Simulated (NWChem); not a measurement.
Molecule: Si2H6O3; SMILES [SiH2](O)[SiH](O)O

```xyz
11

O      0.9110    -1.7386    -0.5521
Si    -0.6346    -1.2898    -0.0364
Si    -0.1060     0.9334     0.4770
O      1.5563     0.8810     0.5054
O     -0.7365     1.8736    -0.7445
H      1.0467    -2.6416    -0.8543
H     -1.6490    -1.4913    -1.1191
H     -1.0689    -2.1192     1.1355
H     -0.5413     1.4757     1.7966
H      1.8925     0.1106     0.0234
H     -0.6040     2.8240    -0.6678
```
Atoms are numbered in this order, from 1.

Level: PBE0/def2-SVP (NWChem), optimised geometry, unscaled harmonic frequencies. 

**Question.** List the harmonic frequencies with IR intensities, and the thermochemistry.

**Answer.** 
```tsv
frequency (cm⁻¹)	IR intensity (km/mol)
55	1.0
140	2.8
155	15.0
235	76.5
236	89.3
295	32.9
352	95.1
432	6.6
477	75.1
509	49.8
710	31.0
721	172.9
766	157.6
811	100.4
825	62.7
846	132.2
886	104.5
938	70.7
954	273.1
964	111.2
1009	159.2
2198	120.7
2214	133.8
2239	162.4
3814	143.9
3916	103.0
3924	105.4
```

```
Property                                                                           Result
-----------------------------------------------------------------------  ----------------
zero-point energy                                                           43.8 kcal/mol
thermal correction to the enthalpy at 298.15 K (with zero-point energy)     49.5 kcal/mol
heat capacity Cv                                                         28.8 cal/(mol K)
entropy at 298.15 K and 1 atm (symmetry number 1)                        87.8 cal/(mol K)
dipole moment                                                                      1.29 D
```

Rigid rotor and harmonic oscillator; modes under 100 cm⁻¹ make the entropy uncertain.
